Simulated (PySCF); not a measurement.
# Spin-rotation constants: `O=C(F)/C(=C/F)C(F)(F)F`, C4HF5O

Geometry (Å), atoms numbered from 1 in this order:
```xyz
11

O    -0.9214   -2.1579    0.2643
C    -1.1245   -1.0022    0.1931
F    -2.3936   -0.5212    0.2916
C    -0.1619    0.1007    0.0024
C    -0.5645    1.3757   -0.0326
F     0.2418    2.3949   -0.1886
C     1.2815   -0.3477   -0.1265
F     1.7046   -0.9340    0.9989
F     2.1197    0.6568   -0.3793
F     1.4273   -1.2329   -1.1167
H    -1.6036    1.6705    0.0675
```

Computed, not measured: PySCF 2.14.0, GIAO HF/pcSseg-1 magnetisability, rotational g tensor and spin-rotation constants, non-relativistic, gas phase. Geometry: GFN2-xTB.

(1) Give the nuclear spin-rotation constants along the inertial axes (H = +C I·J) beside the isotropic shieldings.

Results:

(1) Rotational constants 1.6368, 1.2670, 0.8159 GHz. A star marks the isotopologue with that one atom substituted, in its own axes.
```tsv
atom	isotope	Caa (kHz)	Cbb (kHz)	Ccc (kHz)	mean (kHz)	σ (ppm)
F3	19F	2.091	2.571	0.962	1.875	209.7
F6	19F	2.291	1.960	-0.134	1.373	308.3
F8	19F	2.211	1.266	0.729	1.402	282.0
F9	19F	1.241	1.655	0.747	1.214	297.3
F10	19F	2.226	1.199	0.731	1.385	284.4
H11	1H	0.020	-0.021	-0.091	-0.031	23.9
O1	17O*	-0.874	-0.828	-0.063	-0.588	-119.0
C2	13C*	0.823	0.321	0.211	0.452	35.7
C4	13C*	0.685	0.313	0.119	0.372	83.2
C5	13C*	0.904	0.425	0.177	0.502	15.9
C7	13C*	0.440	0.339	0.214	0.331	81.2
```
For the geometry as given, no vibrational averaging.
